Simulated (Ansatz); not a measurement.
Consider the substitution at a C–O bond: `[SiH3]OCI` + CH₃OH → `COCI` + `O[SiH3]`.

Isolated molecules relaxed with PBE0-D4/def2-TZVP in Ansatz; ΔE leaves out vibrations. CBS: MP2 limit from def2 TZ/QZ plus the TZ coupled-cluster correction, frozen cores. This one scheme is used for every species. DFT in def2-TZVPP. B3LYP here is the variant with VWN-RPA as its local correlation; programs differ in this. Elements past krypton have def2 core potentials. For I outer-core shells are correlated without core-valence functions, which leaves a few kJ/mol of doubt a bond. One conformer a species, not always the lowest.

`[SiH3]OCI`:

```xyz
9

Si    0.509    0.171   -1.257
O    -0.203    0.800    0.108
C    -0.375    0.119    1.277
I    -1.819   -1.523    1.131
H    -0.462   -0.628   -2.041
H     0.963    1.347   -2.030
H     1.657   -0.683   -0.853
H     0.531   -0.375    1.632
H    -0.800    0.773    2.034
```

CH₃OH:

```xyz
6

C     0.215   -0.261   -0.111
O    -0.472    0.968   -0.172
H     0.780   -0.358   -1.039
H    -0.467   -1.118   -0.037
H     0.924   -0.304    0.725
H    -0.979    1.074    0.635
```

`COCI`:

```xyz
9

C     0.533   -1.018   -0.390
O     0.812    0.288    0.065
C    -0.256    0.954    0.566
I    -1.709    1.600   -0.969
H     0.065   -1.616    0.401
H     1.484   -1.466   -0.673
H    -0.134   -0.986   -1.258
H     0.077    1.886    1.011
H    -0.870    0.360    1.247
```

`O[SiH3]`:

Z-matrix (Å, degrees):
```
Si
O 1 1.648
H 1 1.489 2 111.7
H 1 1.489 2 111.7 3 120.9
H 1 1.481 2 105.9 3 -119.6
H 2 0.957 1 117.9 3 -60.5
```

```
             level  ΔE (kcal/mol)  difference from CCSD(T)/CBS
            PBE-D4           -6.0                         -0.4
           PBE0-D4           -5.7                         -0.1
          B3LYP-D4           -5.4                          0.2
           ωB97X-V           -5.6                          0.0
             B3LYP           -6.0                         -0.4
     HF/def2-TZVPP           -5.2                          0.4
    MP2/def2-TZVPP           -6.2                         -0.6
    MP2/def2-QZVPP           -6.0                         -0.4
SCS-MP2/def2-QZVPP           -5.7                         -0.1
     MP2/CBS(def2)           -6.0                         -0.4
       CCSD(T)/CBS           -5.6                            0
```

Largest T1 diagnostic among the species: 0.011.
